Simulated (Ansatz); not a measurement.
Program: Ansatz. Geometries: PBE0-D4/def2-TZVP. ΔE: electronic, gas phase. CBS: MP2 limit from def2 TZ/QZ plus the TZ coupled-cluster correction, frozen cores. Functionals use def2-TZVPP. B3LYP here is the variant with VWN-RPA as its local correlation; programs differ in this. For Ge outer-core shells are correlated without core-valence functions, which leaves a few kJ/mol of doubt a bond. Scalar relativity is left out up to krypton. One conformer a species, not always the lowest.

`[F][Al]([F])[O][SiH3]` + `F[C]1=[CH][GeH2]1` → `F[C]1=[CH][GeH]1[SiH3]` + `[OH][Al]([F])[F]`  (formal exchange of groups at the Si–O bond)

Problem. Is it downhill or uphill in electronic energy at CCSD(T)/CBS, and by how much? (Estimate.)

Solution. Ansatz gave: Uphill: ΔE = +82.0 kJ/mol.

Problem. What do these levels give: PBE0-D4, B3LYP-D4, ωB97M-V, B2PLYP, r2SCAN, B3LYP, HF/def2-TZVPP, MP2/def2-TZVPP, SCS-MP2/def2-TZVPP, CCSD/def2-TZVPP, HF/def2-QZVPP, HF/CBS(def2)? (An estimate is asked.)

Solution. Ansatz gave: PBE0-D4 68.7, B3LYP-D4 82.3, ωB97M-V 84.3, B2PLYP 86.9, r2SCAN 77.7, B3LYP 84.4, HF/def2-TZVPP 116.9, MP2/def2-TZVPP 85.7, SCS-MP2/def2-TZVPP 92.6, CCSD/def2-TZVPP 88.8, HF/def2-QZVPP 120.1, HF/CBS(def2) 120.6 kJ/mol.

Largest T1 diagnostic among the species: 0.014.

In def2-TZVPP, CCSD(T) changes the Hartree–Fock value by −33.2 kJ/mol (the triples alone add −5.2 kJ/mol) and MP2 by −31.2 kJ/mol. From PBE to PBE0 (25 % exact exchange), in def2-TZVPP and without D4, ΔE moves by +10.3 kJ/mol.
